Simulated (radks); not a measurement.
The numbers below are computed, except where a source is named.
Isoelectronic series with 12 electrons, all held in the configuration [Ne] 3s2, which need not be the ground one along the series. Level of theory: non-relativistic Kohn-Sham, TPSS, spin-unpolarised, spherical densities, point nucleus; meta-GGA in the generalised Kohn-Sham scheme (a radial shooting solver on a logarithmic mesh with Libxc functionals). Total energies (hartree) and orbital eigenvalues (eV):

| ion | E (hartree) | 3s | 2p |
|---|---|---|---|
| Mg | -200.09278 | -4.7559 | -47.1179 |
| Si2+ | -288.49109 | -28.5459 | -117.4853 |
| S4+ | -393.87671 | -65.8281 | -216.7921 |
| Ar6+ | -516.19749 | -115.7420 | -343.9580 |
| Ca8+ | -655.43375 | -178.0273 | -498.6704 |
| Ti10+ | -811.57587 | -252.5716 | -680.7955 |
| Cr12+ | -984.61844 | -339.3167 | -890.2636 |
| Fe14+ | -1174.55817 | -438.2294 | -1127.035 |
| Ni16+ | -1381.39291 | -549.2891 | -1391.083 |
| Zn18+ | -1605.12123 | -672.4822 | -1682.394 |
| Ge20+ | -1845.74209 | -807.7995 | -2000.953 |
| Se22+ | -2103.25474 | -955.2343 | -2346.755 |
| Kr24+ | -2377.65864 | -1114.782 | -2719.792 |
| Sr26+ | -2668.95337 | -1286.439 | -3120.060 |
| Zr28+ | -2977.13859 | -1470.202 | -3547.556 |
| Mo30+ | -3302.21406 | -1666.070 | -4002.277 |
| Ru32+ | -3644.17956 | -1874.041 | -4484.221 |
| Pd34+ | -4003.03494 | -2094.113 | -4993.386 |
| Cd36+ | -4378.78005 | -2326.285 | -5529.770 |
| Sn38+ | -4771.41480 | -2570.557 | -6093.374 |
| Te40+ | -5180.93907 | -2826.928 | -6684.195 |
| Xe42+ | -5607.35281 | -3095.397 | -7302.233 |
| Ba44+ | -6050.6559 | -3375.963 | -7947.488 |
| Ce46+ | -6510.8484 | -3668.627 | -8619.958 |
